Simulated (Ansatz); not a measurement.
CH9ClOSi3, SMILES C[SiH2]O[Si@H]([SiH3])Cl.

The structure is a stationary point at PBE-D3(BJ)/def2-SVP. The structure was generated by enumeration; whether it is a known compound was not checked. The values are those of a single conformer.

Two levels are set side by side: PBE/def2-SVPD (Ansatz, an electronic-structure program) and PBE0/def2-SVPD (Ansatz). Energy differences of separate SCF runs at the same geometry; the states with an electron removed or added have multiplicity 2 and 2. Differences are taken from unrounded values.

```
quantity                           PBE0   PBE  PBE minus PBE0
---------------------------------  ----  ----  --------------
vertical ionisation energy (eV)    9.72  9.26           -0.46
vertical singlet–triplet gap (eV)  5.64  5.23           -0.41
```
